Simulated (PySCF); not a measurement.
## Continuum solvent and chemical shifts

Geometry:
```csv
atom,x (Å),y (Å),z (Å)
C1,2.557,-1.180,-0.785
C2,1.270,-0.450,-0.955
C3,0.351,-0.132,-0.030
C4,0.501,-0.490,1.406
O5,-0.264,-1.107,2.069
Cl6,1.966,0.223,2.175
C7,-0.953,0.565,-0.377
C8,-1.166,1.814,0.477
C9,-2.153,-0.378,-0.305
H10,2.743,-1.500,0.247
H11,3.402,-0.546,-1.101
H12,2.573,-2.069,-1.436
H13,1.023,-0.162,-1.985
H14,-0.835,0.887,-1.426
H15,-1.313,1.552,1.538
H16,-0.309,2.499,0.412
H17,-2.066,2.356,0.148
H18,-3.068,0.145,-0.624
H19,-2.307,-0.748,0.719
H20,-2.011,-1.250,-0.961
```

GIAO PBE0/pcSseg-1 in PySCF 2.14.0 with density-fitted response routines on one PBE0-D3(BJ)/def2-SVP conformer, non-relativistic, equivalent nuclei averaged. Solvents enter as an IEF-PCM continuum (benzene with ε = 2.3, water with ε = 78.4) around the gas-phase geometry. Shifts are referred to TMS computed in the same medium.

Gas phase, δ in ppm: C4 178.7, C3 154.2, C2 140.8, C7 42.8, C8/C9 23.1, C1 18.7, H13 5.90, H14 2.14, H10/H11/H12 2.07, H15/H16/H17/H18/H19/H20 1.16. Dipole moment 3.22 D.

Problem. How does each δ change in the continuum?

Solution. 
```
                  atoms                               environment  Δδ, benzene  Δδ, water
                     C4                           carbonyl carbon         +1.6       +3.8
                     C3                α carbon of a C=C–C=O unit         +0.1       +0.1
                     C2                β carbon of a C=C–C=O unit         +2.5       +6.0
                     C7                            allylic sp3 CH         +0.2       +0.3
                  C8/C9                             methyl carbon         +0.3       +0.7
                     C1                     allylic methyl carbon         +0.4       +1.0
                    H13  hydrogen on a β carbon of a C=C–C=O unit        +0.19      +0.46
                    H14             hydrogen on an allylic sp3 CH        +0.11      +0.30
            H10/H11/H12      hydrogen on an allylic methyl carbon        +0.04      +0.08
H15/H16/H17/H18/H19/H20               hydrogen on a methyl carbon        -0.01      -0.03
```

Changes are relative to the gas phase. The dipole moment becomes 3.66 D in benzene, 4.28 D in water.

Problem. Which of the listed nuclei move most (in ppm), and what does the model miss? (N and O are left out, as their reference compounds move with the solvent too.)

Solution. C2 (β carbon of a C=C–C=O unit, +6.0 ppm) in water. A continuum only polarises the solute; specific hydrogen bonds, the anisotropy of aromatic solvents and changes of geometry or conformer are outside it.
